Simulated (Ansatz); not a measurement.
Cost and result up the ladder for `CCCCCCCCCCS` (33 atoms). The state is a singlet with charge 0. Geometry: r2SCAN-D4/def2-SVP.

```xyz
33

C     1.580   -2.437   -3.891
C     1.841   -3.123   -2.552
C     0.726   -2.934   -1.521
C     0.507   -1.488   -1.074
C    -0.555   -1.358    0.017
C    -0.880    0.080    0.431
C     0.281    0.821    1.097
C    -0.044    2.254    1.523
C    -1.089    2.362    2.633
C    -1.326    3.783    3.136
S    -1.989    4.952    1.888
H     0.625   -2.773   -4.329
H     2.377   -2.662   -4.618
H     1.531   -1.341   -3.790
H     2.793   -2.754   -2.126
H     1.988   -4.205   -2.722
H     0.951   -3.549   -0.630
H    -0.222   -3.335   -1.930
H     0.209   -0.865   -1.938
H     1.471   -1.076   -0.721
H    -0.233   -1.930    0.909
H    -1.482   -1.848   -0.333
H    -1.213    0.652   -0.457
H    -1.745    0.058    1.118
H     1.140    0.851    0.404
H     0.624    0.241    1.977
H     0.884    2.747    1.868
H    -0.387    2.837    0.649
H    -0.769    1.748    3.498
H    -2.053    1.936    2.299
H    -0.375    4.245    3.452
H    -1.991    3.787    4.014
H    -3.176    4.324    1.720
```

Ansatz on 4 threads of Intel Xeon on a shared host. Times are rough, and most runs start from the orbitals of an earlier one. PBE0-D4/def2-TZVP serves as the yardstick here, not as an exact answer. Differences are given only for rows in sets of like size (and for xTB, whose basis is part of the method), since another set adds its own error. Binding counts from free atoms at the same level (C triplet, S triplet, H doublet; other spins of the atoms weren't run), without zero-point energy or a counterpoise term.

Correlated methods freeze 15 core orbitals. The rows differ in basis, and correlated rows in double-zeta sets carry the largest basis error.

Correlated methods converge slowly with the basis, most of all in double-zeta sets.

```tsv
level	functions	wall time
PBE-D4/def2-SVP	268	6 s
PBE-D4/def2-TZVP	479	11 s
PBE0-D4/def2-SVP	268	13 s
revPBE-D4/def2-TZVP	479	14 s
BLYP-D4/def2-TZVP	479	14 s
MP2/def2-SVP	268	14 s
r2SCAN-D4/def2-TZVP (with forces)	479	26 s
PBE0-D4/def2-TZVP (with forces)	479	35 s
```

Problem. Estimate what each level gives for the binding energy per atom (eV).

Solution. 
| level | binding energy per atom (eV) | difference from PBE0-D4/def2-TZVP (eV) |
| --- | --- | --- |
| PBE-D4/def2-SVP | 4.21 | – |
| PBE-D4/def2-TZVP | 4.17 | 0.04 |
| PBE0-D4/def2-SVP | 4.17 | – |
| revPBE-D4/def2-TZVP | 4.09 | -0.04 |
| BLYP-D4/def2-TZVP | 4.07 | -0.06 |
| MP2/def2-SVP | 3.97 | – |
| r2SCAN-D4/def2-TZVP (with forces) | 4.11 | -0.02 |
| PBE0-D4/def2-TZVP (with forces) | 4.13 | 0.00 |
